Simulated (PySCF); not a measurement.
SMILES N#Cc1cccc[c]1[GeH3] (C7H7GeN) (GFN2-xTB optimised geometry):

```
16

N     -2.179    -2.708     0.001
C     -1.677    -1.676     0.000
C     -1.019    -0.426     0.000
C     -1.744     0.763     0.000
C     -1.069     1.969     0.001
C      0.318     1.987     0.001
C      1.031     0.800     0.000
C      0.382    -0.426     0.000
Ge     1.361    -2.122     0.002
H     -2.824     0.732     0.000
H     -1.622     2.896     0.002
H      0.843     2.931     0.001
H      2.113     0.819     0.000
H      1.033    -2.931    -1.206
H      1.032    -2.926     1.213
H      2.824    -1.813     0.002
```

Level of theory: CAM-B3LYP/def2-TZVP in PySCF.

Task: What are the frontier orbital energies and the dipole moment?

Result: HOMO-2 -10.61 eV, HOMO-1 -9.23 eV, HOMO -9.00 eV, LUMO -0.63 eV, LUMO+1 0.09 eV; dipole moment 4.53 D.

Meta-Löwdin charges at CAM-B3LYP/def2-TZVP: N1 -0.22, C2 0.11, C3 -0.02, C4 -0.09, C5 -0.11, C6 -0.10, C7 -0.11, C8 -0.16, Ge9 0.38, H10 0.13, H11 0.13, H12 0.13, H13 0.12, H14 -0.05, H15 -0.05, H16 -0.07.
